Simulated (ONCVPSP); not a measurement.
Building the ONCV potential for As (Z = 33) (LDA (Perdew-Zunger), scalar-relativistic).

| Quantity | Value |
| --- | --- |
| Element | As |
| Generator | ONCVPSP 4.0.1 |
| Type | optimised norm-conserving Vanderbilt (ONCV) |
| Functional | LDA (Perdew-Zunger) |
| Relativity | scalar-relativistic |
| Frozen core | [Ar] 3d10 |
| Valence charge | 5 |
| Reference configuration | 4s2 4p3 |
| Partial waves | 4s: rc 1.20 bohr, ncon 3, nbas 6, qcut 4.4 1/bohr, 1 projector; 4p: rc 1.55 bohr, ncon 3, nbas 8, qcut 6.2 1/bohr, 1 projector; d scattering state at 0.16 Ha: rc 1.35 bohr, ncon 3, nbas 7, qcut 7 1/bohr, 3 projectors, debl 2.4 Ha |
| Local potential | polynomial inside 0.80 bohr (lpopt 5, dvloc0 3 Ha) |
| Core correction | polynomial model core, fcfact 0.2 |

All-electron outer shells of the reference configuration (LDA (Perdew-Zunger), scalar-relativistic, ld1.x):

| shell | level (eV) | outermost node (bohr) | outermost maximum (bohr) |
| --- | --- | --- | --- |
| 3p | -133.41 | 0.22 | 0.52 |
| 3d | -40.89 | – | 0.47 |
| 4s | -14.70 | 0.73 | 1.61 |
| 4p | -5.35 | 0.78 | 1.97 |

Results:

```
Cutoffs needed             : 65 Ha and 83 Ha (the cutoffs (Ha) at which the residual kinetic energy of the hardest occupied pseudo-wave falls to 1 and 0.1 mHa per electron) The cutoffs count occupied waves only; projector 3 of the d channel, the hardest unoccupied one, needs 217 Ha at the loose tolerance.
Ghost test                 : ghosts flagged at negative energy: s at -151.7 eV, d at -40.8 eV; no localised positive-energy state flagged; a true bound ghost makes a file unfit for plane-wave use
Largest excitation error   : -299 meV (all-electron minus pseudo) for 4s1 4p0, out of 4 test configurations
rms error of d²Exc/dni dnj : 6.52 mHa without and 0.87 mHa with the model core
```

Generation and tests took about 3.4 s on one core of a shared server CPU.
